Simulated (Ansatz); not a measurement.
Consider the silylene formation by 1,1-elimination: `F[SiH](F)O[SiH3]` → F₂ + `[SiH]O[SiH3]`.

Computed with Ansatz on PBE0-D4/def2-TZVP structures; ΔE is electronic, products minus reactants. CBS: MP2 limit from def2 TZ/QZ plus the TZ coupled-cluster correction, frozen cores. This one scheme is used for every species. Functionals use def2-TZVPP. B3LYP here is the variant with VWN-RPA as its local correlation; programs differ in this. HSE06 is defined as in plane-wave codes. Each species was taken in one conformer, which may not be the lowest.

`F[SiH](F)O[SiH3]`:

```xyz
9

F     0.459   -1.040   -2.153
Si   -0.207   -1.354   -0.753
F     0.795   -2.301    0.023
O    -0.425    0.002    0.067
Si    0.104    1.383    0.786
H    -1.475   -2.053   -0.962
H    -1.077    2.070    1.360
H     0.756    2.249   -0.226
H     1.069    1.044    1.859
```

F₂:

Z-matrix (Å, degrees):
```
F
F 1 1.376
```

`[SiH]O[SiH3]`:

Cartesian coordinates in Å:
```
Si -1.419 -1.465 0.961
O -0.957 -0.300 -0.105
Si 0.334 0.633 -0.543
H -0.074 -1.596 1.718
H 1.492 0.336 0.338
H 0.676 0.332 -1.954
H -0.052 2.060 -0.415
```

CCSD(T)/CBS gives +253.9 kcal/mol.

Task: Another level gave +265.6 kcal/mol. Which?
A. revPBE/def2-TZVPP
B. HF/def2-TZVPP
C. B3LYP/def2-TZVPP
D. HSE06-D4/def2-TZVPP

Result: B. HF/def2-TZVPP 265.6, HSE06-D4 247.7, revPBE 229.5, B3LYP 244.2 kcal/mol.

Largest T1 diagnostic among the species: 0.014.

From PBE to PBE0 (25 % exact exchange), in def2-TZVPP and without D4, ΔE moves by +12.1 kcal/mol. Leaving LDA and LC-ωPBE aside and taking each functional with its dispersion term where it has one, the values, not all of them listed here, spread over 27.5 kcal/mol, from revPBE-D4 to r2SCAN0-D4. LDA lies +14.2 kcal/mol from PBE without D4. In def2-TZVPP, CCSD(T) changes the Hartree–Fock value by −16.7 kcal/mol (the triples alone add −2.9 kcal/mol) and MP2 by −4.4 kcal/mol.
